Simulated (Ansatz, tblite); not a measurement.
Removing and adding an electron: In₅As₆H₁₈⁺, a cluster cut from wurtzite InAs (hydrogen-capped). The state is a singlet with charge 1. Geometry: r2SCAN-D4/def2-SVP. Ansatz, gas phase; energy differences of separate SCF runs; the oxidised species was run as a doublet alone; the reduced species was run as a doublet alone.

Cartesian coordinates in Å:
```
As 2.001 -1.846 1.242
In -0.685 -2.242 1.448
In 0.096 1.786 3.284
As -1.619 0.149 1.966
As -1.068 -2.507 -1.234
In -3.595 0.986 0.308
In 3.167 0.215 -0.025
As 1.802 2.187 1.110
As 1.977 -0.065 -2.434
In -0.597 -0.595 -3.060
As -1.932 1.383 -1.899
H 2.563 -1.813 2.642
H 2.679 -3.120 0.794
H -1.045 -3.695 2.283
H 1.122 0.786 4.232
H -0.674 3.296 3.508
H -2.481 -0.261 3.146
H -0.438 -3.791 -1.723
H -2.508 -2.908 -1.449
H -4.420 -0.417 -0.243
H -4.061 2.561 0.784
H 4.877 0.209 -0.105
H 2.870 3.212 1.409
H 1.180 2.922 -0.056
H 2.811 -1.064 -3.202
H 2.366 1.151 -3.241
H -0.826 -1.017 -4.703
H -0.898 2.472 -1.725
H -2.664 2.025 -3.055
```

In the def2 sets In takes a core potential; there is no spin–orbit coupling. The xTB rows come from tblite. Single mean-field runs in def2-TZVP are fitted with def2-universal-jkfit. HOMO above LUMO, or a gap near zero within one spin, warns that the state may not be the lowest or that an electron is smeared out.

| level | −HOMO (eV) | vertical IE (eV) | −LUMO (eV) | vertical EA (eV) | HOMO–LUMO gap (eV) | IE − EA (eV) | remarks |
| --- | --- | --- | --- | --- | --- | --- | --- |
| GFN1-xTB | 12.66 | 14.25 | 9.41 | 7.93 | 3.25 | 6.32 | – |
| GFN2-xTB | 13.18 | 14.76 | 10.07 | 8.53 | 3.11 | 6.23 | – |
| PBE-D4/def2-TZVP | 9.03 | 10.86 | 5.33 | 3.78 | 3.70 | 7.08 | gap within one spin near zero (+2 doublet), gap within one spin near zero (doublet) |
| PBE0-D4/def2-TZVP | 9.97 | 11.22 | 4.57 | 3.54 | 5.39 | 7.67 | – |
| r2SCAN0-D4/def2-TZVP | 10.12 | 11.28 | 4.47 | 3.49 | 5.65 | 7.79 | – |

   Raw xTB energy differences between charge states are shifted by several eV; the methods need an empirical correction for them.
